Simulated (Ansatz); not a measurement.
A nudged elastic band was laid between two geometries of F2GeH2 (5 atoms, charge 0, multiplicity 1).

All numbers below come from RKS B3LYP/def2-SVP (Ansatz 0.2.0).

```json
{
  "movable images": "7",
  "climbing image": "yes",
  "spring": "5.0 eV/Å²",
  "optimiser": "quadratic models (default)",
  "start path": "through a guess of the saddle point",
  "force threshold": "0.05 eV/Å",
  "iteration limit": "60",
  "end points": "relaxed"
}
```

Image 0:

```xyz
5
Properties=species:S:1:pos:R:3
Ge 0.203 -0.057 0.240
H 0.211 0.064 1.768
F 1.851 -0.013 -0.305
F -0.533 1.378 -0.404
H -0.477 -1.266 -0.410
```

Image 8:

```xyz
5
Properties=species:S:1:pos:R:3
Ge -0.623 -0.644 0.632
H 1.124 0.800 0.351
F 1.597 0.006 0.625
F -0.433 1.131 0.150
H -0.411 -1.187 -0.870
```

Which bonds break or form, and what moves?

Bonds broken: Ge1–H2, Ge1–F3. Bonds formed: H2–F3. F2GeH2 becomes FGeH + FH.

What energy profile does the band end with?

The run converged. The highest image is number 3 of 0 to 8, 2.57 eV above the first end and 1.30 eV above the last; the last end lies 1.27 eV above the first. A vibrational analysis at the climbing image gives one clearly imaginary mode, 1303i cm⁻¹: a first-order saddle point. The orbitals stay closed-shell, which can raise the energy where a bond breaks towards radicals; this wasn't checked here.

```tsv
image	path coordinate (Å)	energy (eV)	Ge1–H2 (Å)	Ge1–F3 (Å)	H2–F3 (Å)
0	0.00	0.00	1.53	1.74	2.64
1	0.42	0.34	1.52	1.74	2.24
2	0.85	1.54	1.53	1.82	1.76
3	1.27	2.57	1.64	2.00	1.30
4	1.79	1.73	2.16	2.32	0.95
5	2.31	1.56	2.73	2.40	0.93
6	2.83	1.52	2.81	2.42	0.93
7	3.35	1.40	2.64	2.41	0.94
8	3.87	1.27	2.28	2.31	0.96
```

What is the geometry of the highest image?


```xyz
5
Properties=species:S:1:pos:R:3:forces:R:3
Ge -0.240 -0.092 0.337 0.01 0.02 0.02
H 0.980 0.065 1.419 -0.04 -0.02 -0.02
F 1.759 0.010 0.375 0.04 0.00 0.00
F -0.682 1.344 -0.554 -0.01 0.00 -0.01
H -0.562 -1.222 -0.689 0.00 0.00 0.00
```

What are the harmonic wavenumbers there?

1303i, 173, 466, 612, 645, 710, 791, 1845, 2053 cm⁻¹.

The band took 14 iterations and of the order of 3 core-minutes.

The run took 3.3 min on 1 thread of Arm Neoverse V1 (shared host), peak memory 0.14 GiB.
